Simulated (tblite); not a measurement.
C5H7O2S (doublet state).
Structure used (GFN2-xTB), in Å, numbered top down from 1:
```
atom  x, y, z in Å
C1     2.399   -0.119   -0.789
O2     1.088    0.401   -0.767
C3     0.405    0.182    0.419
S4    -0.179   -1.562    0.558
C5    -1.771   -1.174    0.056
C6    -2.013    0.261   -0.200
C7    -0.869    1.043    0.380
O8    -0.887    2.180    0.758
H9     3.016    0.337   -0.007
H10    2.804    0.124   -1.768
H11    2.387   -1.206   -0.651
H12    1.025    0.406    1.297
H13   -2.423   -1.965   -0.247
H14   -2.020    0.492   -1.277
H15   -2.967    0.608    0.205
```

Calculated harmonic vibrations of the isolated species, GFN2-xTB (tblite), most abundant isotopes, no scaling. Errors from tens to a few hundred cm⁻¹ against measured bands are possible. One conformer, not necessarily the lowest. Open shells enter through the occupations alone, without spin polarisation, and single modes of such species can be off by tens of per cent.

Harmonic wavenumbers (cm⁻¹): 48.6, 97.6, 105.3, 163.0, 190.7, 282.1, 288.1, 363.7, 447.2, 475.8, 531.5, 619.0, 745.1, 814.2, 840.7, 892.4, 975.4, 1031.8, 1044.7, 1087.8, 1118.1, 1127.0, 1150.4, 1162.4, 1222.4, 1241.6, 1267.4, 1390.4, 1397.8, 1459.0, 1473.8, 1783.1, 2839.7, 2888.1, 2928.2, 2941.9, 2951.2, 3040.9, 3178.5.

A = 2236, B = 1770, C = 1141 MHz; mass 131.017 u (most abundant isotopes); point group C1, symmetry number 1; spin multiplicity 2.

Problem. What is the zero-point energy?

Solution. Half the sum of the wavenumbers: 23803 cm⁻¹ = 284.75 kJ/mol.

Problem. What is S at 500 K and 1 bar for an ideal gas of classical rigid rotors and harmonic oscillators?

Solution. Translation 180.41, rotation 126.34, vibration 172.43, spin (R ln 2) 5.76: S = 484.9 J/(mol K).

Problem. And Cp and H(500 K) − H(0)?

Solution. Cp = 198.93 J/(mol K), of which vibrations give 165.67 (their classical limit is 39 R = 324.3); H(500 K) − H(0) = 60.49 kJ/mol without the zero-point energy, 43.86 from vibrations.

Problem. Which modes carry the vibrational entropy at 500 K?

Solution. 48.6 cm⁻¹: 24.68; 97.6 cm⁻¹: 18.90; 105.3 cm⁻¹: 18.27; 163.0 cm⁻¹: 14.68; 190.7 cm⁻¹: 13.41; 282.1 cm⁻¹: 10.27 J/(mol K); the other 33 give 72.21 together.

Problem. Blend soft modes into free rotors: weight 1/[1 + (100 cm⁻¹/ν̃)⁴] for the oscillator and the rest for a rotor with moment μB/(μ + B), μ = h/(8π²ν), B = 10⁻⁴⁴ kg m². What vibrational entropy results?

Solution. 160.34 J/(mol K) in place of 172.43, which changes −T·S at 500 K by +6.04 kJ/mol.

Hindered rotation and anharmonicity are outside this model. Other conformers, if any are populated, would add a mixing term that is left out. The structure is chiral; the term R ln 2 for an equal mix with its mirror image is left out.
